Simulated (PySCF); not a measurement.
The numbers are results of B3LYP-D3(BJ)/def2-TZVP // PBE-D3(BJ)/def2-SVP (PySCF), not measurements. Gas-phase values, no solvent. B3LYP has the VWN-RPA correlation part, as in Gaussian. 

Reference species: [Zn(CH3)(Cl)] (neutral, multiplicity 1).

| Item | Result |
|---|---|
| dipole moment | 2.53 D |
| HOMO | -8.36 eV |

Changed species: [Zn(CH3)(F)] (Y = F; the reference has Y = Cl).

Predict the effect on the dipole moment and HOMO.

the dipole moment increases by 0.30 D, to 2.83 D; the HOMO falls by 0.25 eV, to -8.61 eV.
